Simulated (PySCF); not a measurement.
Run record: geometry optimisation, `FBC1=C[Se]C=C1`.

Computed with PBE0-D3(BJ)/def2-SVP geometry optimisation, gas phase (PySCF 2.14.0). Start geometry: GFN2-xTB. The input is one job of a driver script: a line of settings, then coordinates in Å.

Command:
```bash
OMP_NUM_THREADS=1 python probes_run.py task.json out
```

Input:
```
{"job": {"xc": "PBE0", "basis": "def2-SVP", "d3": "d3bj", "grid": 1, "shake": 0.01, "kind": "geom"}, "charge": 0, "multiplicity": 1}
F     -2.801910     0.410960     0.235560
B     -1.861480    -0.456370     0.071040
C     -0.411980     0.028140     0.020570
C      0.774140    -0.824730    -0.140850
C      1.940520    -0.213880    -0.164130
Se     1.780740     1.638130     0.048180
C     -0.022350     1.349990     0.144790
H     -2.170510    -1.568800    -0.033770
H      0.629790    -1.887720    -0.222170
H      2.904610    -0.671690    -0.260490
H     -0.723440     2.170140     0.285610
```

Output:
```
step   0  E = -2680.02367093  max force = 0.061496
step   1  E = -2680.03042086  max force = 0.009182
step   2  E = -2680.03052584  max force = 0.004287
step   3  E = -2680.03061147  max force = 0.002853
step   4  E = -2680.03065033  max force = 0.001207
step   5  E = -2680.03066086  max force = 0.000684
step   6  E = -2680.03066486  max force = 0.000358
optimisation converged
```

Energies in Eh; «max force» is the largest Cartesian gradient component in Eh/bohr.

Q: How much energy does the optimisation release, in kcal/mol?

A: E(step 0) − E(last step) = 0.006994 Eh, which is 4.4 kcal/mol.

Q: Give the first gradient maximum in eV/Å.

A: With 1 Eh/bohr = 51.422 eV/Å, 3.162 eV/Å.

Main results: final energy -2680.03066 Eh after 6 steps; dipole 1.77 D.

Q: Where do the atoms end?

A: 0.030 Å rms from the input after alignment:
```
atom  x, y, z in Å
F1    -2.8228    0.4472    0.2426
B2    -1.8662   -0.4644    0.1013
C3    -0.3908   -0.0200    0.0436
C4     0.7248   -0.9142   -0.1134
C5     1.9509   -0.3200   -0.1481
Se6    1.8155    1.5251    0.0265
C7    -0.0091    1.3029    0.1343
H8    -2.2110   -1.6235    0.0215
H9     0.5980   -1.9959   -0.2004
H10    2.9221   -0.8012   -0.2601
H11   -0.6732    2.1591    0.2567
```

On an Arm Neoverse V1 with one thread, shared host, this took 66 s and 0.52 GiB of memory at its peak.
Labels such as C1 count atoms from 1, the log's own numbers from 0.
